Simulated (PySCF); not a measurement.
**TDDFT excited states: C7H8**

C₇H₈.
Geometry (GFN2-xTB, Å), atoms numbered from 1 in this order:
```xyz
15
C7H8 angstrom
C      2.971   -1.170    1.060
C      1.784   -1.193    0.867
C      0.396   -1.266    0.658
C     -0.361   -0.264    0.170
C     -1.836   -0.448   -0.015
C      0.235    1.011   -0.186
C     -0.420    2.060   -0.675
H      4.006   -1.142    1.225
H     -0.056   -2.215    0.921
H     -2.106   -0.306   -1.061
H     -2.385    0.284    0.577
H     -2.146   -1.444    0.292
H      1.304    1.074   -0.026
H     -1.481    2.051   -0.856
H      0.092    2.975   -0.918
```

The calculation used PySCF, TDDFT PBE0/def2-SVPD, vertical, gas phase, core orbitals frozen in the response.

| state | E (eV) | ν̃ (cm⁻¹) | f | symmetry | main configurations (H = HOMO, L = LUMO) |
| --- | --- | --- | --- | --- | --- |
| S1 | 4.73 | 38160 | 0.527 | A′ | H→L (95%) |
| S2 | 5.02 | 40460 | 0.0000 | – | H-1→L (97%) |
| S3 | 5.87 | 47380 | 0.0000 | – | H→L+2 (52%), H→L+1 (41%) |
| S4 | 6.02 | 48590 | 0.074 | A′ | H-2→L (78%), H→L+3 (19%) |
| S5 | 6.32 | 50960 | 0.014 | A″ | H→L+1 (56%), H→L+2 (39%) |
| S6 | 6.68 | 53890 | 0.103 | A′ | H→L+3 (57%), H-1→L+2 (15%), H-2→L (9%) |

Triplets (Tamm–Dancoff): T1 2.68 eV, H→L (95%); T2 4.37 eV, H-2→L (69%), H→L+3 (23%).

The lowest singlet lies at 4.73 eV (262 nm, ultraviolet) and is strong; its leading configuration is HOMO→LUMO (95%). The lowest level is also the most intense of those listed (f = 0.527). Löwdin shares by element: HOMO carbon 68% or more (atoms not listed hold the other 32%); LUMO carbon 66% or more (atoms not listed hold the other 34%). Of the 6 states listed, 4 reach f = 0.01 and 2 stay under 0.0005. The oscillator strengths of these states sum to 0.719; summed over the whole spectrum of an exact calculation they would give the number of electrons, 50 (Thomas–Reiche–Kuhn). Orbital energies (eV): HOMO-3 -9.75, HOMO-2 -8.42, HOMO-1 -7.98, HOMO -6.49, LUMO -1.47, LUMO+1 0.77, LUMO+2 1.01. Symmetry labels in Cs follow from the direction of the transition dipole and are given only for states with f of 0.002 or more. Singlets were solved by full linear response, triplets in the Tamm–Dancoff approximation.

One conformer stands for the species.
